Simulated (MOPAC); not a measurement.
MOPAC input (PM7):

```
PM7 PRECISE GNORM=0.05 LET XYZ CHARGE=-1 GEO-OK AUX(PRECISION=9) THREADS=1
H4NSi

N     1.07238702 1   -0.44618538 1   -0.28071827 1
Si   -0.43296683 1    0.14426791 1    0.08398509 1
H     1.84356810 1    0.03667354 1    0.17499523 1
H    -0.96645901 1    0.12121007 1    1.52536090 1
H    -1.49683899 1   -0.64256067 1   -0.64344776 1
H    -0.82544356 1    1.58822401 1   -0.26767180 1
```

Question: What heat of formation does the run end on?

Answer: 2.39 kcal/mol.
